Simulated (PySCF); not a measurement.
A structure optimised at PBE-D3(BJ)/def2-SVP, used in a PySCF frequency run:

```xyz
5

F     -1.1394     1.8908     0.0000
Si    -0.8632     0.2913     0.0000
Cl    -1.7379    -0.4969     1.6786
Cl    -1.7379    -0.4969    -1.6786
I      1.5364    -0.0792     0.0000
```

Write its SMILES, formula and point group.

F[Si](Cl)(Cl)I, Cl2FISi, Cs

What are its rotational constants (standard atomic weights)?

1.7525, 0.78336, 0.66819 GHz
